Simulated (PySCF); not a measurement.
C6H9BO2: core ionisation energies

Compound: C6H9BO2.
Z-matrix (Å and degrees, PBE0-D3(BJ)/def2-SVP geometry), rows numbered from 1:
```
B 
O   1  1.5348
C   2  1.2654  1  123.69
C   3  1.3975  2  125.26  1     1.25
C   4  1.4869  3  121.06  2   179.91
C   5  1.5049  4  122.13  3   145.40
C   6  1.4968  5   60.19  4   111.06
C   4  1.3986  3  114.94  2     0.82
O   8  1.2657  4  124.98  3    -0.97
H   1  1.2168  2  108.49  3  -119.50
H   1  1.2180  2  108.48  3   114.01
H   3  1.1021  2  115.09  1  -179.07
H   5  1.0948  4  112.51  3     1.30
H   6  1.0931  5  118.26  7   108.69
H   6  1.0944  5  117.47  7  -108.58
H   7  1.0931  5  118.24  6  -108.66
H   7  1.0944  5  117.47  6   108.59
H   8  1.1017  4  120.43  3   178.75
```

The calculation used delta-SCF UKS SCAN, pcX-2 on the ionised atom, pcseg-1 elsewhere, spin-free X2C in PySCF 2.14.0. Binding energies are ΔSCF values: E(core-ionised, relaxed orbitals) − E(ground state) at a fixed geometry, referred to the vacuum level.

Question: Give the core binding energies atom by atom.

Answer: 
```tsv
atom(s)	bonded to	level	binding energy (eV)	above the level's lowest (eV)	count
B1	2 O and 2 H	B 1s	195.92	0.00	1
C4	C (double bond) and 2 C	C 1s	290.84	0.00	1
C6/C7	2 C and 2 H	C 1s	290.98	+0.14	2
C5	3 C and H	C 1s	291.39	+0.55	1
O2	C and B	O 1s	538.71	0.00	1
O9	C (double bond) and B	O 1s	538.73	+0.02	1
```

Lowest listed C 1s: C4, bonded to C (double bond) and 2 C. Highest, 0.55 eV above it: C5, bonded to 3 C and H. The widest gap between neighbouring values is 0.41 eV, between 290.98 and 291.39 eV. Summing the Pauling electronegativity differences to the bonded atoms, each weighted by its formal bond order, gives 0.00 for the lowest site and -0.35 for the highest; the largest sum, 0.00, belongs to C4, 0.55 eV below the top. The smallest sum, -0.70, belongs to C6/C7, 0.14 eV above the lowest.

The 2 O 1s values lie within 0.02 eV of each other; Gaussian lines of 0.5 eV full width would blend them into one maximum.

Question: Which effective nuclear charge Zeff reproduces each element's mean 1s value in the hydrogen-like formula E = 13.606 eV × Zeff²?

Answer: B (Z = 5): mean 195.9 eV, Zeff = 3.79, Z − Zeff = 1.21; C (Z = 6): mean 291.0 eV, Zeff = 4.63, Z − Zeff = 1.37; O (Z = 8): mean 538.7 eV, Zeff = 6.29, Z − Zeff = 1.71. Means run over the listed sites, weighted by atom count.

One atom of each set of topologically equivalent atoms was ionised and stands for the set; in this conformer not all members are related by symmetry, and their own values weren't computed. The list is incomplete; no value stands for C 1s of C3, C8 (hole states with ⟨S²⟩ of 1 or more are left out). Spin contamination (⟨S²⟩ against 0.75 for a pure doublet) is marked for O 1s of O9 (0.86), which makes this value less certain. One conformer (not necessarily the lowest) at the PBE0-D3(BJ)/def2-SVP geometry, without solvent, vibrations or thermal averaging.
